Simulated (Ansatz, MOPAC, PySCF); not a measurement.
Species: SeF₃, charge 0, multiplicity 2. SMILES: F[Se](F)F
Geometry: optimised at B3LYP-D3(BJ)/def2-TZVP (Ansatz, an electronic-structure program).

Quantity: vertical electron affinity to the singlet, in eV. Terms: valence correlation only (noble-gas shells and the d and f shells of earlier blocks); PM7 with its own dispersion and hydrogen-bond terms; LANL2DZ with its own core potentials from Na on; dispersion terms only where a functional's name holds one; UHF or UKS for open shells; six Cartesian d functions in 6-31G* and its kin unless marked 5d; each state is the SCF solution reached for its charge and spin; non-relativistic; spin-orbit terms left out. Ab initio and DFT rows: single points at B3LYP-D3(BJ) geometries (Ansatz). Semi-empirical rows: differences of heats of formation at the shared geometry for vertical values. Sets without +, aug- or the D of def2-TZVPD hold no diffuse functions, which anions need. A UHF reference is markedly spin-contaminated in at least one set, which strains HF and MP2. The spin state of an ion or metal species was assumed, not searched.

| level | program | vertical electron affinity to the singlet (eV) |
|---|---|---|
| PM3 | MOPAC | 3.88 |
| PM7 | MOPAC | 3.10 |
| MNDO | MOPAC | 1.81 |
| HF/6-31G* with LANL2DZ past Ar | Ansatz | 2.28 |
| PBE/6-31G* | Ansatz | 1.54 |
| PBE/6-31G* with LANL2DZ past Ar | Ansatz | 1.61 |
| B3LYP/STO-3G | Ansatz | -3.25 |
| B3LYP/3-21G | Ansatz | 1.44 |
| B3LYP/6-31G* | Ansatz | 1.99 |
| B3LYP/6-31G* with LANL2DZ past Ar | Ansatz | 2.12 |
| M06-2X/6-31G* with LANL2DZ past Ar (5d) | PySCF | 2.55 |
| MP2/6-31G* | Ansatz | 1.88 |
| MP2/6-31G* with LANL2DZ past Ar | Ansatz | 1.84 |
| PBE/def2-TZVPD | Ansatz | 2.44 |
| B3LYP/def2-TZVPD | Ansatz | 2.79 |
| PBE0/def2-TZVPD | Ansatz | 2.72 |

No value to compare with is used here. The 13 habitual levels span -3.25 (B3LYP/STO-3G) to 3.88 eV (PM3); PBE0/def2-TZVPD gives 2.72.

The levels are drawn from those run, B3LYP/6-31G* more often than the rest, none by its result; left out are runs that failed, that the program found above a lower state of the same kind, or whose <S^2> lies over 0.5 above the pure value.
